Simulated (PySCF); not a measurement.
ZnH, SMILES [ZnH] (connectivity only; charge and spin as stated), neutral, multiplicity 2.

Coordinates come from a B3LYP-D3(BJ)/def2-TZVPD optimisation. The multiplicity is an assumed one; other spin states were not compared.

Level of theory: B3LYP-D3(BJ)/def2-TZVPD run with PySCF.

Frequencies are harmonic and unscaled.

Computed vibrational spectrum:
| mode | ν (cm⁻¹) | IR (km/mol) | moving atoms (share of kinetic energy) |
|---|---|---|---|
| 1 | 1475 | 151.7 | H 98 % |
